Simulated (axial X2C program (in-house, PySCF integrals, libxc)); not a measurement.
**Photoelectron levels of GaO⁻ by EOM-IP-CCSD**

Calculated with an in-house all-electron X2C program for linear molecules (integrals from PySCF): two-component X2C with atomic mean-field Coulomb and Gaunt terms, Gaussian nuclei, basis Ga dyall-acv3z, O dyall-av3z with contracted cores.

R = 1.638 Å (0.960 times 1.706 Å, the PBE0 minimum at charge -1 for the lowest determinant).

Vertical detachment energies of GaO⁻ to the states of GaO:

```json
{"Ω of GaO": "1/2", "vertical detachment energy (eV)": "2.485", "above lowest (cm⁻¹)": "0", "ionised spinor": "34% O pσ, 32% Ga sσ, 27% Ga pσ", "one-hole weight": "0.94"}
{"Ω of GaO": "3/2", "vertical detachment energy (eV)": "3.448", "above lowest (cm⁻¹)": "7766", "ionised spinor": "80% O pπ, 11% Ga pπ", "one-hole weight": "0.90"}
{"Ω of GaO": "1/2", "vertical detachment energy (eV)": "3.470", "above lowest (cm⁻¹)": "7941", "ionised spinor": "80% O pπ, 11% Ga pπ", "one-hole weight": "0.90"}
{"Ω of GaO": "1/2", "vertical detachment energy (eV)": "6.231", "above lowest (cm⁻¹)": "30214", "ionised spinor": "54% O pσ, 34% Ga sσ", "one-hole weight": "0.89"}
```

Task: Take the first Ω = 1/2 and Ω = 3/2 rows of π character: how far apart are they, and which lies lower?

Result: E(3/2) − E(1/2) = 7766 − 7941 = -175 cm⁻¹ at EOM-IP-CCSD: inverted, Ω = 3/2 lower. Splittings at this level can be off by ten to twenty per cent.

This point took 25 s on 1 thread of Intel(R) Xeon(R) Processor @ 2.30GHz, on a shared host.

Reference electrons by ω block (each with its −ω partner): 1/2: 14, 3/2: 5, 5/2: 1. 20 electrons of GaO⁻ correlated (inner shells frozen), 94 natural virtual spinors (a truncated set); levels can be off by some tenths of an eV. Roots sought by Ω: (1/2: 4, 3/2: 3, 5/2: 1); the list ends where they run out and leaves out roots under 60 % one-particle weight. The solver can skip a root, and states that need a further excitation, which the method places far too high, are missing though they may lie low or lowest. T1 of the reference 0.023 (Lee–Taylor). Number of frozen shells: Ga 3 s, 2 p; O 1 s.
